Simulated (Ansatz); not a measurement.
Cartesian coordinates (Å):
SMILES: C/C=C/[SiH3]
```xyz
12

C     -2.1004     0.1053    -0.0051
C     -0.6489     0.1006     0.3556
C      0.3701    -0.1124    -0.4938
Si     2.1585    -0.1047     0.0238
H     -2.6511    -0.6557     0.5718
H     -2.5636     1.0746     0.2428
H     -2.2533    -0.0905    -1.0752
H     -0.4247     0.2897     1.4136
H      0.1256    -0.3005    -1.5477
H      2.8138    -1.4210    -0.2643
H      2.9334     0.9443    -0.7140
H      2.2405     0.1704     1.4926
```
Charge 0, multiplicity 1.

These are frozen-core CCSD(T)/cc-pVTZ // PBE-D3(BJ)/def2-TZVP run with Ansatz (an electronic-structure program) values and carry that method's errors.

```yaml
HF energy: -407.22673 Ha
MP2 correlation energy: -0.63216 Ha
```

Estimate the CCSD correlation energy, the (T) correction, the total energy and the T1 diagnostic.


```yaml
CCSD correlation energy: -0.68393 Ha
"(T) correction": -0.02835 Ha
CCSD(T) total energy: -407.93901 Ha
T1 diagnostic: 0.011
```
